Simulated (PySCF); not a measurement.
Molecule: `Fc1ccc(F)cc1`, C6H4F2.

Atoms are numbered as in `[F:1][c:2]1[cH:3][cH:4][c:5]([F:6])[cH:7][cH:8]1`; H(Xn) means a hydrogen on atom n.

Geometry PBE0-D3(BJ)/def2-SVP throughout; GIAO in PySCF 2.14, gas phase, one conformer, non-relativistic; equivalent atoms averaged; functional PBE0.

**Question.** How do the absolute shieldings σ depend on the basis set? (ppm; last column core-seconds on shared hosts with different chips, so compare them loosely)

**Answer.** 
| basis set | functions | F1/F6 | C2/C5 | C3/C4/C7/C8 | H(C3)/H(C4)/H(C7)/H(C8) | core-s |
| --- | --- | --- | --- | --- | --- | --- |
| STO-3G | 44 | 324.7 | 110.6 | 130.4 | 25.91 | 2.6 |
| pcSseg-0 | 80 | 290.8 | 18.4 | 64.1 | 25.72 | 6.5 |
| 6-31G | 80 | 302.9 | 44.7 | 84.3 | 25.63 | 5.2 |
| 6-31G* | 120 | 311.2 | 43.1 | 82.4 | 25.15 | 8.3 |
| cc-pVDZ | 132 | 308.2 | 39.2 | 80.3 | 24.44 | 12 |
| def2-SVP | 132 | 312.8 | 36.5 | 78.7 | 24.48 | 12 |
| pcSseg-1 | 156 | 295.7 | 18.6 | 62.6 | 24.15 | 12 |
| aug-cc-pVDZ | 220 | 312.7 | 38.5 | 80.1 | 24.22 | 27 |
| 6-311+G(2d,p) | 240 | 300.4 | 22.7 | 66.7 | 24.35 | 21 |
| def2-TZVP | 272 | 299.8 | 20.3 | 65.6 | 24.35 | 38 |
| cc-pVTZ | 296 | 299.3 | 22.4 | 67.1 | 24.19 | 41 |
| IGLO-III | 320 | 298.7 | 14.4 | 59.7 | 24.22 | 46 |

**Question.** Which nucleus moves most, in ppm?

**Answer.** C2/C5 (aromatic carbon bearing fluorine): from 14.4 ppm with IGLO-III to 110.6 ppm with STO-3G. The smallest spread is 1.76 ppm, at H(C3)/H(C4)/H(C7)/H(C8). Proton shifts span only some 12 ppm, so a few tenths of a ppm matter as much there as several ppm in carbon.

**Question.** Taking the largest basis, IGLO-III (320 functions), as the yardstick, rank the others by their worst heavy-atom deviation.

**Answer.** pcSseg-1 4.2 ppm (156 functions), def2-TZVP 5.9 ppm (272 functions), pcSseg-0 7.9 ppm (80 functions), cc-pVTZ 8.0 ppm (296 functions), 6-311+G(2d,p) 8.3 ppm (240 functions), def2-SVP 22.1 ppm (132 functions), aug-cc-pVDZ 24.1 ppm (220 functions), cc-pVDZ 24.8 ppm (132 functions), 6-31G* 28.7 ppm (120 functions), 6-31G 30.3 ppm (80 functions), STO-3G 96.2 ppm (44 functions).

A small basis that lands close on one nucleus may do so by chance; judge by the trend and by all nuclei.
